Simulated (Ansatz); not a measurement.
Isolated molecules relaxed with PBE0-D4/def2-TZVP in Ansatz; ΔE leaves out vibrations. CCSD(T)/CBS adds triple-zeta CCSD(T) − MP2 to the extrapolated MP2 energy (def2 sets, frozen cores). Functionals use def2-TZVPP. HSE06 is defined as in plane-wave codes. For Ge outer-core shells are correlated without core-valence functions, which leaves a few kJ/mol of doubt a bond. Scalar relativity is left out up to krypton. Each species was taken in one conformer, which may not be the lowest.

Reaction (redistribution): `F[SiH](F)[O][GeH3]` + `C[SiH2]F` → `F[SiH](F)F` + `C[SiH2][O][GeH3]`

| level | ΔE (kJ/mol) |
| --- | --- |
| HSE06-D4 | 14.5 |
| BLYP | 16.7 |

What does CCSD(T)/CBS give? (Estimate.)

The calculation gave: +13.2 kJ/mol. The listed levels differ from it by 1.3, 3.5 kJ/mol.

Largest T1 diagnostic among the species: 0.012.

In def2-TZVPP, CCSD(T) changes the Hartree–Fock value by −6.1 kJ/mol (the triples alone add −1.1 kJ/mol) and MP2 by −7.1 kJ/mol. At CCSD(T), def2-SVP lies +3.9 kJ/mol from the extrapolated value and def2-TZVPP −1.0 kJ/mol. Leaving LDA and LC-ωPBE aside and taking each functional with its dispersion term where it has one, the values, not all of them listed here, spread over 5.3 kJ/mol, from B97M-V to BHLYP-D4.
